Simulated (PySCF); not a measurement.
## Radial density of Ar+ (argon, charge +1)

revPBE, [Ne] 3s2 3p4 3d1, one real determinant (an excited configuration). All numbers are calculated (PySCF 2.14, the non-relativistic Hamiltonian (point nucleus), in dyall-acv3z (19s12p6d4f, 113 functions)).

```csv
r (bohr),4πr²ρ (e/bohr),4πr²(ρα − ρβ)
0.00132,0.08016,0.0000
0.00222,0.2196,0.0000
0.00373,0.5882,0.0000
0.00627,1.519,-0.0001
0.0105,3.683,-0.0001
0.0177,8.047,0.0001
0.0298,14.77,0.0026
0.0502,20.44,0.0175
0.0844,18.76,0.0809
0.142,14.43,0.2440
0.239,19.63,0.3620
0.402,17.04,0.0985
0.676,5.229,0.4673
1.14,5.238,1.8586
1.91,2.700,1.2065
3.22,0.3578,0.2561
5.41,0.005683,0.0049
```

⟨L²⟩ = 8.02 against 12 for a pure F term, so this real determinant mixes terms. The outer electron is Rydberg-like, and this basis confines it to a smaller radius and binds it less than a complete one would.
